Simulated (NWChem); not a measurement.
# BNH₃ cation

```xyz
5

B      0.0000     0.0000    -0.7758
N      0.0000     0.0000     0.5444
H      0.0000     0.0000    -1.9486
H      0.0000     0.8564     1.1079
H      0.0000    -0.8564     1.1079
```
Atoms are numbered in this order, from 1.

Computed with NWChem. Pople sets run with spherical d functions. The geometry was optimised at B3LYP/6-31G* (spherical d). Atomic charges in e: unrestrained fits to the electrostatic potential beside Mulliken populations; buried atoms are poorly determined by the fit.

For level B3LYP/def2-SVP:

| Quantity | Value |
|---|---|
| ESP B1 | 0.74 |
| Mulliken B1 | 0.28 |
| ESP N2 | -0.71 |
| Mulliken N2 | 0.04 |

How do the values read with level Hartree-Fock/6-31G* instead?


- ESP B1 = 0.92
- Mulliken B1 = 0.67
- ESP N2 = -0.96
- Mulliken N2 = -0.86
